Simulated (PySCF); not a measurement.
WCl6, SMILES [Cl][W]([Cl])([Cl])([Cl])([Cl])[Cl], multiplicity 1.

Geometry: B3LYP-D3(BJ)/def2-SVP. The spin state was assumed, not searched. The isomer is the one that the SMILES or the coordinates give; other isomers of the formula were not compared. The def2 effective core potentials stand for the cores of W; spin–orbit coupling is left out.

Computed with TDA-PBE0/def2-SVPD run with PySCF.

Vertical excitations; the highest root listed may be one member of a degenerate set. The molecule is in vacuum. State labels are in the subgroup D2h.

Computed excitation energies, oscillator strengths and character:
```json
[
 {"state": "S1", "symmetry": "B3g", "energy (eV)": "2.39", "λ (nm)": "519", "f": "0.000", "main pairs": "HOMO−1→LUMO, HOMO−2→LUMO+1 (degenerate set)"},
 {"state": "S2", "symmetry": "B1g", "energy (eV)": "2.39", "λ (nm)": "519", "f": "0.000", "main pairs": "HOMO−1→LUMO+2, HOMO→LUMO+1 (degenerate set)"},
 {"state": "S3", "symmetry": "B2g", "energy (eV)": "2.39", "λ (nm)": "519", "f": "0.000", "main pairs": "HOMO−2→LUMO+2, HOMO→LUMO (degenerate set)"},
 {"state": "S4", "symmetry": "Ag", "energy (eV)": "2.42", "λ (nm)": "513", "f": "0.000", "main pairs": "HOMO−1→LUMO+1 33 %, HOMO−2→LUMO 33 %, HOMO→LUMO+2 33 %"},
 {"state": "S5", "symmetry": "B3g", "energy (eV)": "2.46", "λ (nm)": "504", "f": "0.000", "main pairs": "HOMO−2→LUMO+1, HOMO−1→LUMO (degenerate set)"},
 {"state": "S6", "symmetry": "B1g", "energy (eV)": "2.46", "λ (nm)": "504", "f": "0.000", "main pairs": "HOMO→LUMO+1, HOMO−1→LUMO+2 (degenerate set)"},
 {"state": "S7", "symmetry": "B2g", "energy (eV)": "2.46", "λ (nm)": "504", "f": "0.000", "main pairs": "HOMO→LUMO, HOMO−2→LUMO+2 (degenerate set)"},
 {"state": "S8", "symmetry": "Au", "energy (eV)": "2.94", "λ (nm)": "422", "f": "0.000", "main pairs": "HOMO−3→LUMO+2, HOMO−5→LUMO (degenerate set)"},
 {"state": "S9", "symmetry": "Au", "energy (eV)": "2.94", "λ (nm)": "422", "f": "0.000", "main pairs": "HOMO−4→LUMO+1, HOMO−5→LUMO (degenerate set)"},
 {"state": "S10", "symmetry": "B2u", "energy (eV)": "2.97", "λ (nm)": "417", "f": "0.000", "main pairs": "HOMO−5→LUMO+2 49 %, HOMO−3→LUMO 49 %"},
 {"state": "T1", "symmetry": "Ag", "energy (eV)": "2.05", "λ (nm)": "606", "f": "0", "main pairs": "HOMO−1→LUMO+1, HOMO−2→LUMO (degenerate set)"},
 {"state": "T2", "symmetry": "Ag", "energy (eV)": "2.05", "λ (nm)": "606", "f": "0", "main pairs": "HOMO→LUMO+2, HOMO−2→LUMO (degenerate set)"},
 {"state": "T3", "symmetry": "Ag", "energy (eV)": "2.13", "λ (nm)": "582", "f": "0", "main pairs": "HOMO→LUMO+2 33 %, HOMO−2→LUMO 33 %, HOMO−1→LUMO+1 33 %"},
 {"state": "T4", "symmetry": "B3g", "energy (eV)": "2.30", "λ (nm)": "538", "f": "0", "main pairs": "HOMO−1→LUMO 50 %, HOMO−2→LUMO+1 50 %"}
]
```
Triplets are in the Tamm–Dancoff approximation.
